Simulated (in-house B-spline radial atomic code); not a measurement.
Whole-atom quantities along the 12-electron series, configuration [Ne] 3s2. Breit and QED terms are first order and not part of the total energy; the density at the nucleus is averaged over the nuclear charge. Computed with a B-spline radial code for spherical atoms: Dirac-Hartree-Fock, average of the configuration, finite nuclei.

```json
{"ion": "Te40+", "Z": "52", "E/Z² (Eh)": "-1.9793", "Σ<r²> (bohr²)": "0.29443", "n(0)/Z³ (bohr⁻³)": "1.5605", "Lamb diamagnetic shielding (ppm)": "3960.11", "repulsion over attraction": "0.045468", "Breit energy (eV)": "114.28", "self-energy (eV)": "104.5", "vacuum polarisation (eV)": "-13.802", "Dirac less non-relativistic energy (Eh)": "-171.59"}
{"ion": "I41+", "Z": "53", "E/Z² (Eh)": "-1.9856", "Σ<r²> (bohr²)": "0.28131", "n(0)/Z³ (bohr⁻³)": "1.607", "Lamb diamagnetic shielding (ppm)": "4051.49", "repulsion over attraction": "0.044593", "Breit energy (eV)": "121.49", "self-energy (eV)": "111.77", "vacuum polarisation (eV)": "-14.986", "Dirac less non-relativistic energy (Eh)": "-186.16"}
{"ion": "Xe42+", "Z": "54", "E/Z² (Eh)": "-1.9919", "Σ<r²> (bohr²)": "0.26899", "n(0)/Z³ (bohr⁻³)": "1.6539", "Lamb diamagnetic shielding (ppm)": "4143.65", "repulsion over attraction": "0.043748", "Breit energy (eV)": "129.02", "self-energy (eV)": "119.41", "vacuum polarisation (eV)": "-16.252", "Dirac less non-relativistic energy (Eh)": "-201.67"}
{"ion": "Cs43+", "Z": "55", "E/Z² (Eh)": "-1.9982", "Σ<r²> (bohr²)": "0.25741", "n(0)/Z³ (bohr⁻³)": "1.7041", "Lamb diamagnetic shielding (ppm)": "4236.63", "repulsion over attraction": "0.042932", "Breit energy (eV)": "136.87", "self-energy (eV)": "127.44", "vacuum polarisation (eV)": "-17.605", "Dirac less non-relativistic energy (Eh)": "-218.18"}
{"ion": "Ba44+", "Z": "56", "E/Z² (Eh)": "-2.0044", "Σ<r²> (bohr²)": "0.24652", "n(0)/Z³ (bohr⁻³)": "1.7554", "Lamb diamagnetic shielding (ppm)": "4330.45", "repulsion over attraction": "0.042142", "Breit energy (eV)": "145.05", "self-energy (eV)": "135.87", "vacuum polarisation (eV)": "-19.05", "Dirac less non-relativistic energy (Eh)": "-235.73"}
{"ion": "La45+", "Z": "57", "E/Z² (Eh)": "-2.0106", "Σ<r²> (bohr²)": "0.23626", "n(0)/Z³ (bohr⁻³)": "1.8103", "Lamb diamagnetic shielding (ppm)": "4425.15", "repulsion over attraction": "0.041378", "Breit energy (eV)": "153.56", "self-energy (eV)": "144.72", "vacuum polarisation (eV)": "-20.592", "Dirac less non-relativistic energy (Eh)": "-254.36"}
{"ion": "Ce46+", "Z": "58", "E/Z² (Eh)": "-2.0168", "Σ<r²> (bohr²)": "0.22658", "n(0)/Z³ (bohr⁻³)": "1.8673", "Lamb diamagnetic shielding (ppm)": "4520.75", "repulsion over attraction": "0.040638", "Breit energy (eV)": "162.41", "self-energy (eV)": "154", "vacuum polarisation (eV)": "-22.236", "Dirac less non-relativistic energy (Eh)": "-274.13"}
{"ion": "Pr47+", "Z": "59", "E/Z² (Eh)": "-2.0229", "Σ<r²> (bohr²)": "0.21744", "n(0)/Z³ (bohr⁻³)": "1.9276", "Lamb diamagnetic shielding (ppm)": "4617.29", "repulsion over attraction": "0.039921", "Breit energy (eV)": "171.62", "self-energy (eV)": "163.73", "vacuum polarisation (eV)": "-23.99", "Dirac less non-relativistic energy (Eh)": "-295.09"}
{"ion": "Nd48+", "Z": "60", "E/Z² (Eh)": "-2.0291", "Σ<r²> (bohr²)": "0.2088", "n(0)/Z³ (bohr⁻³)": "1.9902", "Lamb diamagnetic shielding (ppm)": "4714.81", "repulsion over attraction": "0.039225", "Breit energy (eV)": "181.18", "self-energy (eV)": "173.93", "vacuum polarisation (eV)": "-25.859", "Dirac less non-relativistic energy (Eh)": "-317.29"}
{"ion": "Pm49+", "Z": "61", "E/Z² (Eh)": "-2.0352", "Σ<r²> (bohr²)": "0.20063", "n(0)/Z³ (bohr⁻³)": "2.053", "Lamb diamagnetic shielding (ppm)": "4813.32", "repulsion over attraction": "0.038551", "Breit energy (eV)": "191.12", "self-energy (eV)": "184.6", "vacuum polarisation (eV)": "-27.848", "Dirac less non-relativistic energy (Eh)": "-340.78"}
{"ion": "Sm50+", "Z": "62", "E/Z² (Eh)": "-2.0414", "Σ<r²> (bohr²)": "0.19288", "n(0)/Z³ (bohr⁻³)": "2.1115", "Lamb diamagnetic shielding (ppm)": "4912.84", "repulsion over attraction": "0.037896", "Breit energy (eV)": "201.44", "self-energy (eV)": "195.78", "vacuum polarisation (eV)": "-29.962", "Dirac less non-relativistic energy (Eh)": "-365.61"}
{"ion": "Eu51+", "Z": "63", "E/Z² (Eh)": "-2.0475", "Σ<r²> (bohr²)": "0.18554", "n(0)/Z³ (bohr⁻³)": "2.1816", "Lamb diamagnetic shielding (ppm)": "5013.48", "repulsion over attraction": "0.03726", "Breit energy (eV)": "212.14", "self-energy (eV)": "207.48", "vacuum polarisation (eV)": "-32.216", "Dirac less non-relativistic energy (Eh)": "-391.88"}
{"ion": "Gd52+", "Z": "64", "E/Z² (Eh)": "-2.0537", "Σ<r²> (bohr²)": "0.17857", "n(0)/Z³ (bohr⁻³)": "2.2532", "Lamb diamagnetic shielding (ppm)": "5115.22", "repulsion over attraction": "0.036642", "Breit energy (eV)": "223.25", "self-energy (eV)": "219.72", "vacuum polarisation (eV)": "-34.613", "Dirac less non-relativistic energy (Eh)": "-419.62"}
{"ion": "Tb53+", "Z": "65", "E/Z² (Eh)": "-2.0599", "Σ<r²> (bohr²)": "0.17195", "n(0)/Z³ (bohr⁻³)": "2.3452", "Lamb diamagnetic shielding (ppm)": "5218.2", "repulsion over attraction": "0.036041", "Breit energy (eV)": "234.76", "self-energy (eV)": "232.53", "vacuum polarisation (eV)": "-37.173", "Dirac less non-relativistic energy (Eh)": "-448.94"}
{"ion": "Dy54+", "Z": "66", "E/Z² (Eh)": "-2.0661", "Σ<r²> (bohr²)": "0.16565", "n(0)/Z³ (bohr⁻³)": "2.4096", "Lamb diamagnetic shielding (ppm)": "5322.25", "repulsion over attraction": "0.035456", "Breit energy (eV)": "246.69", "self-energy (eV)": "245.91", "vacuum polarisation (eV)": "-39.873", "Dirac less non-relativistic energy (Eh)": "-479.79"}
{"ion": "Ho55+", "Z": "67", "E/Z² (Eh)": "-2.0723", "Σ<r²> (bohr²)": "0.15966", "n(0)/Z³ (bohr⁻³)": "2.5004", "Lamb diamagnetic shielding (ppm)": "5427.65", "repulsion over attraction": "0.034887", "Breit energy (eV)": "259.05", "self-energy (eV)": "259.9", "vacuum polarisation (eV)": "-42.76", "Dirac less non-relativistic energy (Eh)": "-512.37"}
{"ion": "Er56+", "Z": "68", "E/Z² (Eh)": "-2.0786", "Σ<r²> (bohr²)": "0.15396", "n(0)/Z³ (bohr⁻³)": "2.5862", "Lamb diamagnetic shielding (ppm)": "5534.29", "repulsion over attraction": "0.034333", "Breit energy (eV)": "271.85", "self-energy (eV)": "274.52", "vacuum polarisation (eV)": "-45.82", "Dirac less non-relativistic energy (Eh)": "-546.68"}
{"ion": "Tm57+", "Z": "69", "E/Z² (Eh)": "-2.0849", "Σ<r²> (bohr²)": "0.14852", "n(0)/Z³ (bohr⁻³)": "2.6874", "Lamb diamagnetic shielding (ppm)": "5642.33", "repulsion over attraction": "0.033793", "Breit energy (eV)": "285.11", "self-energy (eV)": "289.79", "vacuum polarisation (eV)": "-49.081", "Dirac less non-relativistic energy (Eh)": "-582.84"}
```

With what power of Z does the column «Dirac less non-relativistic energy (Eh)» change over this range?

A fit of the logarithm of its size against log Z from Z = 52 to 69 has slope 4.32. An unscreened hydrogenic electron would give 4 at low Z; screening makes the apparent power larger near the neutral end, and relativity raises it again at high Z.
